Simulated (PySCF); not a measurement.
Compound: BrGe₂H₅.
Structure used (PBE0-D3(BJ)/def2-SVP), in Å, numbered top down from 1:
```xyz
8
BrGe2H5 angstrom
Ge     0.939    0.368    0.053
Ge    -1.384   -0.233   -0.271
Br    -2.606    1.709    0.094
H      1.145    0.768    1.523
H      1.855   -0.823   -0.290
H      1.273    1.557   -0.861
H     -1.903   -1.262    0.749
H     -1.719   -0.696   -1.700
```

Method used: EOM-IP-CCSD/aug-cc-pVDZ in PySCF, restricted Hartree–Fock reference, frozen core, non-relativistic, gas phase, PBE0-D3(BJ)/def2-SVP geometry.

Hartree–Fock orbital energies give these Koopmans values (eV): HOMO 10.45, HOMO-1 11.11, HOMO-2 12.05, HOMO-3 12.74, HOMO-4 13.00, HOMO-5 13.49, HOMO-6 13.96, HOMO-7 18.74.

**Question.** What vertical ionisation energies does EOM-IP-CCSD give?

**Answer.** 
```csv
leading hole (HF orbital),Koopmans (eV),EOM-IP-CCSD (eV),change (eV),one-hole share
HOMO,10.45,9.87,-0.58,0.96
HOMO-1,11.11,10.39,-0.72,0.95
HOMO-2,12.05,11.37,-0.68,0.95
HOMO-3,12.74,12.02,-0.72,0.94
HOMO-4,13.00,12.21,-0.79,0.94
HOMO-5,13.49,12.74,-0.75,0.94
HOMO-6,13.96,13.07,-0.89,0.93
HOMO-7,18.74,17.07,-1.67,0.85
```

**Question.** Does the order of the lines follow the orbital energies?

**Answer.** Yes, no two lines change places. The corrections run from -1.67 to -0.58 eV, with a mean of -0.85 eV over the 8 lines; no line lies above its Koopmans value. Koopmans values leave out both the relaxation of the orbitals and the change in correlation energy.

**Question.** At what kinetic energies would He I light (21.22 eV) eject these electrons?

**Answer.** 11.35 eV (HOMO), 10.83 eV (HOMO-1), 9.85 eV (HOMO-2), 9.20 eV (HOMO-3), 9.01 eV (HOMO-4), 8.48 eV (HOMO-5), 8.15 eV (HOMO-6), 4.15 eV (HOMO-7).

**Question.** What total energy has the lowest final state, and which wavelength reaches it?

**Answer.** E(CCSD) + ionisation energy = -6726.45626 + 0.36284 = -6726.09342 Eh, at the geometry of the initial state. The threshold wavelength is 1239.84 eV nm/9.87 eV = 125.6 nm.

One root was sought for each valence orbital with −ε under 21 eV, eight at most, so deeper holes and satellites are missing; no vibrational structure.

On one thread, Intel Xeon Platinum 8259CL at 2.50 GHz (x86_64), shared host with 96 logical CPUs at a one-minute load of 49, this took 6.0 min of wall time and 2.5 GiB of memory at its peak.
